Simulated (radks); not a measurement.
Species: Ni2+. Configuration: [Ne] 3s2 3p5 3d8 4p1 (not the ground configuration). Method: Dirac Kohn-Sham, PBEsol, spin-unpolarised, spherical densities, point nucleus; open shells fill j = l - 1/2 first; computed with a radial shooting solver on a logarithmic mesh with Libxc functionals. Some entries of the table are withheld. Estimate them.

orbital,occ.,eigenvalue (Ry),<1/r> (bohr^-1),r(max) (bohr)
1s1/2,2,-605.3879,28.08,0.03542
2s1/2,2,-74.35603,6.096,0.2047
2p1/2,2,-65.19844,6.051,0.1629
2p3/2,4,-63.91271,5.925,0.1656
3s1/2,2,(1),1.936,0.6383
3p1/2,2,-7.51132,(2),0.6395
3p3/2,3,-7.34524,(3),0.6471
3d3/2,4,-2.74108,1.459,0.6167
3d5/2,4,-2.72115,1.452,0.6193
4p1/2,1,-1.29756,0.4926,2.265
4p3/2,0,-1.28399,0.4874,2.289

Answer. 
(1) 3s1/2 eigenvalue (Ry): -10.31867
(2) 3p1/2 <1/r> (bohr^-1): 1.812
(3) 3p3/2 <1/r> (bohr^-1): 1.782
